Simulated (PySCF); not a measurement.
Write Cartesian coordinates for [WO4]3- (`[O]=[W-3](=[O])(=[O])=[O]`) [radical] as optimised with PBE0-D3(BJ)/def2-SVP. (Charge -3 and doublet state.)

```xyz
5
WO4 angstrom
W      0.0006   -0.0027   -0.0020
O      0.0202   -0.0118    1.7991
O      1.6916    0.0186   -0.6197
O     -0.8649    1.4696   -0.5753
O     -0.8476   -1.4737   -0.6022
```

Orientation and origin are arbitrary. Atoms count from 1 in this order. W1 (tungsten bonded to 4 O) is tetrahedral (angles from 109.1° to 109.7°). All 4 O–W bonds measure 1.800 to 1.801 Å.

Bonds between heavy atoms (Å): W1–O2 1.801, W1–O3 1.800, W1–O4 1.801, W1–O5 1.801.

Theory: PBE0-D3(BJ)/def2-SVP geometry optimisation, gas phase, def2 core potentials past Kr in PySCF.

Point group: Td (every atom within 0.08 Å of its image). No PBE0-D3(BJ)/def2-SVP frequencies stand behind this structure, so it isn't proved a minimum. ⟨S²⟩ = 0.752 (exact for a doublet: 0.75). Whether so highly charged an anion holds all its electrons in the gas phase wasn't checked; a finite basis holds them in any case. No counter-ion or solvent screens the charge of this multiply charged ion.

Neither the SCF state along the optimisation nor the shape of the open-shell metal species was proved the lowest: other solutions of the same spin, or a structure of lower symmetry, can lie below.
